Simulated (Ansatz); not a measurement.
Geometry optimisation, RKS B3LYP-D4/6-31G* in Ansatz 0.2.0.

input.yaml

```yaml
crystal:
  periodic: [false, false, false]
  atoms:
    - { symbol: Al, position_ang: [-1.249982, -0.285474, -0.019894] }
    - { symbol: O, position_ang: [1.692256, -0.313015, 1.115795] }
    - { symbol: C, position_ang: [-1.045113, -0.937829, -1.848039] }
    - { symbol: Cl, position_ang: [-1.98867, -1.574811, 1.504992] }
    - { symbol: Al, position_ang: [1.66302, 1.504829, 1.169226] }
    - { symbol: H, position_ang: [-1.031746, 1.177846, 0.426425] }
    - { symbol: H, position_ang: [1.944659, 2.178663, -0.230452] }
    - { symbol: H, position_ang: [1.494703, 2.224893, 2.569328] }
    - { symbol: H, position_ang: [1.544543, -0.752657, 1.965352] }
    - { symbol: H, position_ang: [-0.518673, -1.900448, -1.867171] }
    - { symbol: H, position_ang: [-2.023532, -1.093146, -2.321023] }
    - { symbol: H, position_ang: [-0.481566, -0.228652, -2.464538] }
basis:
  gaussian: { orbitals: "6-31G*" }
hamiltonian:
  xc: b3lyp
  dispersion: d4
relax:
  f_tol: 0.03
  max_steps: 50
```

Command:

```bash
$ ansatz run input.yaml --threads 2 --pin off --max-ram 3072MiB --backend cpu --events-out ev --progress --plain --runs-dir out
```

Problem. Where does it end, and by what steps?

Solution. The run converged. The force dipped under the threshold on the way, but the program's further checks kept it going. After 13 steps the energy has fallen by 1.600 eV; Al1 moved furthest, 0.68 Å. Joined: Al1–O2 (3.15 → 1.86 Å), Al1–Al5 (3.62 → 2.73 Å), Al5–H6 (2.81 → 1.76 Å).

```json
{"step": "0", "energy less start (eV)": "0.0000", "largest force component (eV/Å)": "1.622", "accepted": "yes"}
{"step": "1", "energy less start (eV)": "-0.2381", "largest force component (eV/Å)": "0.734", "accepted": "yes"}
{"step": "2", "energy less start (eV)": "-0.5828", "largest force component (eV/Å)": "1.583", "accepted": "yes"}
{"step": "3", "energy less start (eV)": "-1.1197", "largest force component (eV/Å)": "1.377", "accepted": "yes"}
{"step": "4", "energy less start (eV)": "-1.4654", "largest force component (eV/Å)": "1.079", "accepted": "yes"}
{"step": "5", "energy less start (eV)": "-1.5597", "largest force component (eV/Å)": "0.392", "accepted": "yes"}
{"step": "6", "energy less start (eV)": "-1.5655", "largest force component (eV/Å)": "0.277", "accepted": "yes"}
{"step": "7", "energy less start (eV)": "-1.5934", "largest force component (eV/Å)": "0.100", "accepted": "yes"}
{"step": "8", "energy less start (eV)": "-1.5958", "largest force component (eV/Å)": "0.077", "accepted": "yes"}
{"step": "9", "energy less start (eV)": "-1.5975", "largest force component (eV/Å)": "0.043", "accepted": "yes"}
{"step": "10", "energy less start (eV)": "-1.5986", "largest force component (eV/Å)": "0.119", "accepted": "yes"}
{"step": "11", "energy less start (eV)": "-1.5993", "largest force component (eV/Å)": "0.069", "accepted": "yes"}
{"step": "12", "energy less start (eV)": "-1.5996", "largest force component (eV/Å)": "0.011", "accepted": "yes"}
{"step": "13", "energy less start (eV)": "-1.5997", "largest force component (eV/Å)": "0.024", "accepted": "yes"}
```

```xyz
12
Properties=species:S:1:pos:R:3
Al -0.604 -0.426 0.155
O 1.159 -0.323 0.749
C -0.893 -0.956 -1.691
Cl -1.767 -1.245 1.746
Al 1.083 1.546 0.999
H -0.538 1.305 0.355
H 1.927 2.327 -0.085
H 1.005 1.895 2.540
H 1.494 -0.920 1.434
H -0.717 -2.030 -1.826
H -1.924 -0.754 -2.003
H -0.224 -0.419 -2.374
```

Whether the end is a true minimum wasn't checked by a vibrational analysis.

The run took 34 s on 2 threads of AMD EPYC 9R14 (Zen 4) (shared host), peak memory 0.25 GiB.
